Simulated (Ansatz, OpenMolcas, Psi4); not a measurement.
# Predicting a hybrid from its neighbours: CSe

The species is CSe (2 atoms), meant as a singlet with charge 0. SMILES: `[C][Se]`. The shape is that of a PBE0-D4/def2-TZVP optimisation.

The HOMO–LUMO gap y, in eV, basis cc-pVTZ; a is the functional's share of exact exchange. Programs: Ansatz 0.2.0, OpenMolcas 26.06, Psi4 1.11.

```
functional     program     a  y (eV)
       PBE      Ansatz     0    3.62
      TPSS  OpenMolcas     0    3.89
     TPSSh        Psi4   0.1    4.84
     B3LYP      Ansatz   0.2       ?
   r2SCAN0      Ansatz  0.25    6.36
      PBE0      Ansatz  0.25    6.05
     BHLYP      Ansatz   0.5    8.54
```

Problem. Fit y = c + s·a to the known rows and predict B3LYP.

Solution. 
1. Means of the 6 rows: a = 0.1833, y = 5.550.
2. Σ(Δa)² = 0.18333, Σ(Δa·Δy) = 1.7515, so the slope is 1.7515/0.18333 = 9.5538.
3. Intercept: 5.550 − (9.5538) × 0.1833 = 3.799. The largest residual of the fit is 0.18.
4. B3LYP: 3.799 + (9.5538) × 0.2 = 5.71 eV.

The run gave 5.58 eV, so the prediction is off by +0.13 eV, within the largest residual. Exact exchange lowers occupied levels and raises empty ones. The rows mix families of semi-local functionals, which the line can't see.
